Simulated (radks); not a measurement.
Q: P IV, configuration [Ne] 3s1 5d1 (not the ground configuration). All-electron calculation, scalar-relativistic Kohn-Sham, PBE, spin-polarised, spherical densities, point nucleus; open shells are filled with parallel spins first. Program: a radial shooting solver on a logarithmic mesh with Libxc functionals. Some entries of the table are withheld. Estimate them.

| orbital | occ. | eigenvalue (hartree) | <1/r> (bohr^-1) |
|---|---|---|---|
| 1s up | 1 | -78.56644 | 14.65 |
| 1s down | 1 | -78.55811 | 14.65 |
| 2s up | 1 | (1) | 2.833 |
| 2s down | 1 | (2) | 2.835 |
| 2p up | 3 | -6.46979 | 2.724 |
| 2p down | 3 | -6.45408 | 2.728 |
| 3s up | 1 | -2.02629 | 0.8656 |
| 5d up | 1 | -0.32902 | 0.1865 |

A: 
(1) 2s up eigenvalue (hartree): -8.28197
(2) 2s down eigenvalue (hartree): -8.26564
